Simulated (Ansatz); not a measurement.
A run for Ansatz (a quantum-chemistry and plane-wave program): R-wB97X-V/def2-TZVPPD on CH6S (a complex), monomers drawn apart or pushed together. Files ending in .json are basis or fitting sets from the Basis Set Exchange.

Ansatz 0.2 input:
```yaml
crystal:
  periodic: [false, false, false]
  atoms:
    - {symbol: H, position_ang: [0.02957959, -0.32952898, 0.15438861]}
    - {symbol: H, position_ang: [0.37830172, -0.16103389, -0.48324705]}
    - {symbol: C, position_ang: [0.84233243, 0.79028179, 3.53209581]}
    - {symbol: S, position_ang: [-0.79526301, -0.00907220, 3.51571926]}
    - {symbol: H, position_ang: [0.84774632, 1.66449507, 4.17955876]}
    - {symbol: H, position_ang: [1.53522567, 0.05231761, 3.93288375]}
    - {symbol: H, position_ang: [1.15985268, 1.06044997, 2.52700551]}
    - {symbol: H, position_ang: [-1.48374397, 1.03292900, 3.02203647]}
basis:
  gaussian:
    orbitals: def2-TZVPPD.json
hamiltonian:
  xc: {name: wB97X-V}
scf: {lower_state_search: off}
```

The head of its log:

```
WARN ansatz: RAYON_NUM_THREADS=2 ignored (pool sized by the plan → 2); use --threads N
Functional definition: wB97X-V
these checks for a lower state are left out or cut short: stability, starts, cluster_reference, orbital_swaps, neighbouring_geometries, increment
integrals: 0.11 GiB planned
867 factors; their error is unknown
integrals: 0.14 GiB planned
261 factors; integrals over basis functions are off by at most 3.4e-5 eV
mean field: 0.97 GiB planned
mean field evaluation 1: about -11966.9974 eV, gradient 2.4e1 eV
mean field evaluation 2: about -11967.7429 eV, gradient 1.7e1 eV
```

Question: What total energy does the run end on?

Answer: -439.8300 hartree.
